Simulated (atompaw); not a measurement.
LDA (PW92) PAW (atompaw) dataset for holmium, scalar-relativistic all-electron reference.

atompaw 4.2.0.5 input, output lines left out:

```
Ho 67
LDA-PW scalarrelativistic loggrid 2001 logderivrange -6 5 276
6 6 5 4 0 0
6 0 1.75
6 1 0.25
5 2 0
4 3 11
0 0 0
c
c
c
c
v
v
c
c
c
v
v
c
c
v
v
3
3.00 2.20 2.65 1.60
n
n
y
0.6
n
y
5.05
n
custom polynom vanderbiltortho besselshape
bessel
1.65
2.00
2.30
3.00
3.00
3.00
0.85
0.85
```

Poles of the logarithmic derivatives, all-electron (AE) and pseudo (PS). s: poles at -3.7, 2.0 (AE) and -3.7, 1.9 (PS) Ry. p: poles at -1.8, 3.2 (AE) and -1.8, 3.3 (PS) Ry. d: poles at 0.6 (AE) and 0.6 (PS) Ry. f: poles at -0.2, 3.3 (AE) and -0.2, 3.3 (PS) Ry. Test radius 3.01 bohr.

- Cutoffs needed: 300 Ry and over 300 Ry (the cutoffs (Ry, on a coarse ladder) from which the occupation-weighted sum of valence levels, in a spherical-Bessel basis at the reference potential, stays within 10 and 1 mRy of its value at 400 Ry)
- Ghost test: no extra level below or beside the all-electron valence levels (s, p, d, f tested) (spherical-Bessel basis up to 400 Ry, 20 bohr box)
- Lowest eigenvalue of the overlap operator: 0.53 (s channel)
- Overlap eigenvalues printed by atompaw (projector basis): 0.000978, 0.423, 0.837, 1.49, 7.29, 12.3, 146, 397
- Share of each valence orbital outside the PAW sphere: 5s 0 %, 6s 74 %, 5p 2 %, 6p 94 %, 5d 49 %, 4f 1 %
